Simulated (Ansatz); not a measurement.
In7As6H20⁻, a cluster cut from zinc blende InAs (hydrogen-capped) was relaxed with PBE-D4 (def2-SVP) in Ansatz in these states: charge -1 singlet, neutral doublet. The geometries follow in no particular order.

In the def2 sets In takes a core potential; there is no spin–orbit coupling. Single mean-field runs in def2-SVP are fitted with def2-universal-jkfit.

A:

Cartesian coordinates in Å:
```
In 2.599 1.814 2.541
In -2.502 0.442 -4.236
In -1.563 2.327 0.501
In 1.849 0.557 -1.675
In 2.760 -2.905 1.005
In -1.501 -2.061 0.038
In -0.314 -0.430 4.034
As -0.010 1.312 -3.519
As 1.141 2.143 0.331
As 2.176 -0.941 2.860
As -3.010 -1.024 -1.982
As -1.691 -0.066 1.778
As 1.031 -1.817 -0.770
H 2.072 2.774 3.882
H 4.249 1.320 2.166
H -2.206 -0.744 -5.471
H -3.555 1.816 -4.191
H -2.031 3.624 1.555
H -2.134 2.000 -1.126
H 3.449 0.597 -2.357
H 4.399 -2.566 0.541
H 2.079 -4.352 1.683
H -2.020 -3.674 0.434
H -0.326 0.941 5.092
H -0.259 -2.133 4.498
H -0.109 2.823 -3.323
H 0.778 1.385 -4.829
H 1.633 3.511 -0.150
H 3.031 -1.206 4.104
H -4.144 -0.312 -1.247
H -3.860 -2.207 -2.454
H -3.131 -0.214 2.279
H 1.121 -2.736 -1.991
```

B:

```xyz
33

In    1.719    3.774    0.924
In   -4.259   -2.492   -0.451
In   -0.865   -0.021    2.512
In   -1.390    1.595   -1.350
In    2.823    1.101   -2.665
In    0.807   -2.293   -0.627
In    3.914   -0.108    1.647
As   -3.664    0.139   -0.750
As   -0.534    2.230    1.057
As    3.264    1.826   -0.107
As   -1.702   -3.332   -0.102
As    1.415   -1.218    1.698
As    0.443   -0.152   -2.162
H     2.199    4.130    2.571
H     1.384    5.011   -0.273
H    -4.747   -3.065   -2.034
H    -5.149   -2.719    1.033
H    -0.858    0.301    4.231
H    -2.180   -0.911    1.731
H    -1.916    2.751   -2.553
H     2.454    2.506   -3.646
H     3.955   -0.147   -3.151
H     1.682   -3.615   -1.367
H     4.206    0.575    3.234
H     4.957   -1.307    0.905
H    -4.259    0.827    0.478
H    -4.732    0.657   -1.725
H    -1.682    3.146    1.502
H     4.606    2.557   -0.250
H    -1.632   -3.816    1.346
H    -1.681   -4.740   -0.715
H     1.507   -2.490    2.551
H    -0.084   -0.699   -3.493
```

Judge from the bond lengths which geometry belongs to which state (an estimate).

A is the neutral doublet (In1–As10 2.806 Å, In7–As10 2.801 Å, In5–As10 2.763 Å); B is the charge -1 singlet (In1–As10 2.691 Å, In7–As10 2.691 Å, In5–As10 2.695 Å).
